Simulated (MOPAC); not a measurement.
Input for MOPAC: AM1 on GeH4N2 (SMILES [NH2][Ge][NH2]), a point of a torsion scan.

```
AM1 1SCF PRECISE CHARGE=0 THREADS=1
GeH4N2

N      1.44663623 1     0.15087824 1    -0.20170091 1
Ge    -0.01798161 1     0.34052506 1     0.92170098 1
N      0.90402152 1     0.43116589 1     2.49311747 1
H      1.52269691 1    -0.66885339 1    -0.78614354 1
H      2.36373466 1     0.30607025 1     0.19931329 1
H      1.90467457 1     0.38954267 1     2.61870716 1
H      0.46889371 1     0.67082249 1     3.37034854 1
```

Program output:

```
*******************************************************************************
 **                                                                           **
 **                              MOPAC v23.2.5                                **
 **                                                                           **
 *******************************************************************************
 ** MOPAC's Digital Object Identifier: https://doi.org/10.5281/zenodo.6511958 **
 **                                                                           **
 ** Please cite the open-source release paper for use of this MOPAC version:  **
 ** J. E. Moussa and J. J. P. Stewart (2026)                                  **
 ** MOPAC: An open-source semiempirical molecular orbital program             **
 ** J. Open Source Softw., 11(119), 8025, https://doi.org/10.21105/joss.08025 **
 *******************************************************************************

                              AM1 CALCULATION RESULTS

 *******************************************************************************
 *  AM1        - The AM1 Hamiltonian to be used
 *
 *
 *
 *                 CHARGE ON SYSTEM = 0
 *
 *
 *
 *  PRECISE    - TIGHTER CRITERIA TO BE USED
 *  1SCF       - DO 1 SCF AND THEN STOP
 *  THREADS=1  - MULTI-THREADING NOT USED
 *  T=         - A TIME OF 172800.0 SECONDS REQUESTED
 *  DUMP=N     - RESTART FILE WRITTEN EVERY 7200.0 SECONDS REQUESTED
 *******************************************************************************
AM1 1SCF PRECISE CHARGE=0 THREADS=1
 GeH4N2

   ATOM   CHEMICAL          X               Y               Z
  NUMBER   SYMBOL      (ANGSTROMS)     (ANGSTROMS)     (ANGSTROMS)

     1       N          1.44663623  *   0.15087824  *  -0.20170091  *
     2      Ge         -0.01798161  *   0.34052506  *   0.92170098  *
     3       N          0.90402152  *   0.43116589  *   2.49311747  *
     4       H          1.52269691  *  -0.66885339  *  -0.78614354  *
     5       H          2.36373466  *   0.30607025  *   0.19931329  *
     6       H          1.90467457  *   0.38954267  *   2.61870716  *
     7       H          0.46889371  *   0.67082249  *   3.37034854  *



          CARTESIAN COORDINATES

    NO.       ATOM           X           Y           Z

     1         N          1.4466      0.1509     -0.2017
     2        Ge         -0.0180      0.3405      0.9217
     3         N          0.9040      0.4312      2.4931
     4         H          1.5227     -0.6689     -0.7861
     5         H          2.3637      0.3061      0.1993
     6         H          1.9047      0.3895      2.6187
     7         H          0.4689      0.6708      3.3703

  H: (AM1): M.J.S. DEWAR ET AL, J. AM. CHEM. SOC. 107 3902-3909 (1985)
  N: (AM1): M.J.S. DEWAR ET AL, J. AM. CHEM. SOC. 107 3902-3909 (1985)
 Ge: (AM1): M.J.S.Dewar and C.Jie, Organometallics, 8, 1544, (1989)

           Empirical Formula: H4 N2 Ge  =     7 atoms



      MOLECULAR POINT GROUP   :   C1


      RHF CALCULATION, NO. OF DOUBLY OCCUPIED LEVELS = 9


 -------------------------------------------------------------------------------
 AM1 1SCF PRECISE CHARGE=0 THREADS=1
 GeH4N2



     1SCF WAS SPECIFIED, SO BFGS WAS NOT USED
     SCF FIELD WAS ACHIEVED


                              AM1 CALCULATION
                                                       MOPAC v23.2.5 Linux




          FINAL HEAT OF FORMATION =          9.32776 KCAL/MOL =      39.02734 KJ/MOL


          COSMO AREA              =        101.85 SQUARE ANGSTROMS
          COSMO VOLUME            =         88.80 CUBIC ANGSTROMS

          IONIZATION POTENTIAL    =          7.952264 EV
          HOMO LUMO ENERGIES (EV) =         -7.952 -0.137
          NO. OF FILLED LEVELS    =          9
          MOLECULAR WEIGHT        =        104.6350         POINT GROUP:  C1

          MOLECULAR DIMENSIONS (Angstroms)

            Atom       Atom       Distance
            H     7    H     4     4.49240
           Ge     2    H     6     2.30076
            H     5    H     4     0.84038


          SCF CALCULATIONS        =          1





   ATOM   CHEMICAL          X               Y               Z
  NUMBER   SYMBOL      (ANGSTROMS)     (ANGSTROMS)     (ANGSTROMS)

     1       N          1.44663623  *   0.15087824  *  -0.20170091  *
     2      Ge         -0.01798161  *   0.34052506  *   0.92170098  *
     3       N          0.90402152  *   0.43116589  *   2.49311747  *
     4       H          1.52269691  *  -0.66885339  *  -0.78614354  *
     5       H          2.36373466  *   0.30607025  *   0.19931329  *
     6       H          1.90467457  *   0.38954267  *   2.61870716  *
     7       H          0.46889371  *   0.67082249  *   3.37034854  *

                             CARTESIAN COORDINATES

   1    N        1.446636230     0.150878240    -0.201700910
   2   Ge       -0.017981610     0.340525060     0.921700980
   3    N        0.904021520     0.431165890     2.493117470
   4    H        1.522696910    -0.668853390    -0.786143540
   5    H        2.363734660     0.306070250     0.199313290
   6    H        1.904674570     0.389542670     2.618707160
   7    H        0.468893710     0.670822490     3.370348540


           Empirical Formula: H4 N2 Ge  =     7 atoms



      MOLECULAR POINT GROUP   :   C1


                  EIGENVALUES
 -32.31437 -30.41573 -16.11309 -15.47634 -14.32986 -13.73290 -10.37624  -9.71270
  -7.95226  -0.13655   1.84626   2.63855   5.42793   5.62596   6.24341   6.33390


              NET ATOMIC CHARGES AND DIPOLE CONTRIBUTIONS

  ATOM NO.   TYPE          CHARGE      No. of ELECS.   s-Pop       p-Pop
    1          N          -0.689933        5.6899     1.59844     4.09149
    2         Ge           0.774479        3.2255     1.51945     1.70607
    3          N          -0.717927        5.7179     1.55807     4.15986
    4          H           0.156639        0.8434     0.84336
    5          H           0.137540        0.8625     0.86246
    6          H           0.169509        0.8305     0.83049
    7          H           0.169694        0.8303     0.83031
 DIPOLE           X         Y         Z       TOTAL
 POINT-CHG.    -3.338    -0.157    -0.081     3.343
 HYBRID         5.023    -0.236     1.518     5.253
 SUM            1.685    -0.393     1.437     2.249


          ATOMIC ORBITAL ELECTRON POPULATIONS

     Atom    s        px        py        pz
    1  N   1.59844   1.17008   1.46013   1.46128
    2 Ge   1.51945   0.96813   0.27152   0.46642
    3  N   1.55807   1.12964   1.80063   1.22960
    4  H   0.84336
    5  H   0.86246
    6  H   0.83049
    7  H   0.83031

 **********************
 *                    *
 * JOB ENDED NORMALLY *
 *                    *
 **********************




 == MOPAC DONE ==
```

The run finished.

Cost: roughly 0.03 core-seconds.
